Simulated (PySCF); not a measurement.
# How the method changes the constants of AsN

State: ¹Σ⁺ (singlet), closed shell. Set-up: As pcseg-1, N pcseg-1; no relativity (PySCF 2.14). De refers to As + N in their high-spin ground configurations, without counterpoise correction. A positive dipole means As(−)N(+).

| Level | Re (Å) | ωe (cm⁻¹) | De (eV) | μ (D) | CPU s a point (SCF and correlation, without the integrals) |
| --- | --- | --- | --- | --- | --- |
| RHF | 1.577 | 1291 | -0.242 | -3.49 | 0.028 |
| RHF-MP2 | 1.691 | 822 | 4.63 | n/a | 0.04 |
| RHF-SCS-MP2 | 1.677 | 877 | 4.47 | n/a | n/a |
| RHF-CCSD | 1.631 | 1080 | 3.44 | n/a | n/a |
| RHF-CCSD(T) | 1.648 | 1017 | 3.88 | n/a | 0.34 |
| PBE | 1.639 | 1061 | 5.26 | -2.85 | 0.36 |
| TPSS | 1.634 | 1073 | 4.85 | -2.87 | 0.44 |
| r²SCAN | 1.623 | 1108 | 4.43 | -2.94 | 0.39 |
| r²SCANh | 1.615 | 1134 | 4.14 | -3.01 | 0.4 |
| PBE0 | 1.613 | 1144 | 4.32 | -3.06 | 0.52 |
| MN15 | 1.602 | 1178 | 4.40 | -2.94 | 0.51 |
| LC-ωPBE | 1.591 | 1223 | 4.02 | -3.22 | 0.46 |

Q: Which functional lies closest to RHF-CCSD(T) in De, which farthest, and by how much do they differ from it?

A: Closest is LC-ωPBE (-5.7 pm in Re, +20.3 % in ωe, +0.14 eV in De against RHF-CCSD(T) in the same basis), farthest PBE (-0.9 pm in Re, +4.3 % in ωe, +1.38 eV in De). CCSD(T) converges more slowly with the basis than the functionals do and binds too weakly in this one, so the order can change at the basis-set limit.

Q: What does a quarter of exact exchange do here, going from PBE to PBE0?

A: PBE0 less PBE: -2.6 pm in Re, +7.8 % in ωe, -0.94 eV in De. Exact exchange removes part of the self-interaction that spreads semilocal densities, and in most molecules shortens and stiffens the bond and lowers De; so it does here.

Q: What does the step from GGA to meta-GGA do here, going from PBE to r²SCAN?

A: r²SCAN less PBE: -1.6 pm in Re, +4.4 % in ωe, -0.83 eV in De. 

Correlated steps freeze 10 core orbitals. Correlated levels converge slowly with the basis: in double zeta they bind strong bonds too weakly, by up to about 1 eV, and carry superposition errors of some tenths. Where the molecule has an RHF reference, its open-shell atoms are computed with UHF. A negative De means that the minimum lies above the separated atoms at that level.

The whole job (state search and all levels along the bond) took about 0.97 min on 1 thread of Intel Xeon 6975P-C (shared host), peak memory 0.48 GiB.
